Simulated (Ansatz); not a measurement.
The same molecule with X = B, Al, In. Ansatz, PBE0-D4/def2-TZVP geometries, multiplicity 1. Each molecule was computed in one conformer, which needn't be the lowest.

Elements past krypton have def2 core potentials.

```csv
X,molecule,mean X–C bond length / Å,HOMO energy (PBE0/def2-TZVPP) / eV,LUMO energy (ωB97M-V/def2-TZVPP) / eV,LUMO energy (B3LYP/def2-TZVPP) / eV
B,`C=CB(C=C)C=C`,1.555,-7.71,-0.15,-2.30
In,`C=[CH][In]([CH]=C)[CH]=C`,2.138,-7.30,0.08,-1.83
```

(1) Give the row for X = Al, `C=[CH][Al]([CH]=C)[CH]=C`. (Best estimate.)

Results:

(1) Computed: 
```json
{"X": "Al", "molecule": "`C=[CH][Al]([CH]=C)[CH]=C`", "mean X–C bond length / Å": "1.944", "HOMO energy (PBE0/def2-TZVPP) / eV": "-7.76", "LUMO energy (ωB97M-V/def2-TZVPP) / eV": "0.32", "LUMO energy (B3LYP/def2-TZVPP) / eV": "-1.70"}
```

From B to In the mean X–C bond length rises at each step, by 0.583 Å in all; the HOMO energy (PBE0/def2-TZVPP) isn't monotonic: highest at In, lowest at Al; the LUMO energy (ωB97M-V/def2-TZVPP) isn't monotonic: highest at Al, lowest at B; the LUMO energy (B3LYP/def2-TZVPP) isn't monotonic: highest at Al, lowest at B. Bonds lengthen as the atom grows down the group.

B3LYP here is the variant with VWN-RPA as its local correlation; programs differ in this.
